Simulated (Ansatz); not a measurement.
The cluster B6⁺, relaxed as a doublet with UKS r2SCAN-D4/def2-SVP in Ansatz, starting from the GFN2-xTB geometry. Force threshold 0.02 eV/Å.

The charge 1 doublet is spin-contaminated (final ⟨S²⟩ up to 0.95, 0.75 for a pure state). The structure comes from a short search, and lower isomers may exist.

Start:

Cartesian coordinates in Å:
```
B -1.107 -1.220 -0.525
B -0.302 0.603 0.711
B 1.555 0.295 -0.557
B -1.555 -0.296 0.559
B 1.107 1.222 0.525
B 0.302 -0.604 -0.713
```

Estimate the energy that the relaxation releases and the steps that it takes.

0.71 eV, in 12 steps; 16 s on 4 threads of Arm Neoverse V2 on a shared host. No frequencies were taken in this run, so the end may be a saddle point.

Does the start keep its bonding and symmetry?

Bonds formed: B2–B3, B4–B6 (atoms count from 1). The end is the same structure that another start reached, the lowest one found. Point group C2h at the start, C2 at the end, both within 0.05 Å.

Predict the relaxed structure.


```xyz
6

B    -1.317   -1.419   -0.677
B    -0.148    0.703    0.662
B     1.374    0.245   -0.367
B    -1.303   -0.366    0.501
B     1.276    1.490    0.599
B     0.119   -0.652   -0.717
```
Bond lengths: 9 × B–B 1.58 to 1.95 Å.
